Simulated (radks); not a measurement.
Cl0.5+, 16.5 electrons, occupied as [Ne] 3s2 3p(up 2.5, down 2) (fractional occupations, a model configuration).

Method: scalar-relativistic Kohn-Sham, PBE, spin-polarised, spherical densities, finite nucleus; Fermi nuclear charge, rms radius 3.3654 fm; computed with a radial shooting solver on a logarithmic mesh with Libxc functionals.

Energy parts (eV):
part                      energy
total                 -12550.703
kinetic                12607.515
electron-nucleus      -29838.227
Hartree                 5439.255
exchange-correlation    -759.245

Orbitals (lengths in bohr, moments of r in powers of bohr):
orbital  occ.  eigenvalue (eV)    <r^2>      <r>
1s up       1        -2757.547  0.01114  0.09097
1s down     1        -2757.464  0.01114  0.09097
2s up       1        -258.8341   0.2344   0.4441
2s down     1        -258.7581   0.2344   0.4441
2p up       3        -197.7952   0.2063   0.4068
2p down     3        -197.6867   0.2062   0.4068
3s up       1         -26.4385    2.649    1.512
3s down     1         -25.9208    2.661    1.514
3p up     2.5         -14.0376    3.705    1.764
3p down     2         -13.5610    3.758    1.775

The highest occupied level is 3p down at -13.561 eV. The electron density at the nucleus is 3606 e/bohr^3 (large components only). Spin moment in Bohr magnetons: 0.5. The density falls to 0.001 e/bohr^3 at r = 3.73 bohr.
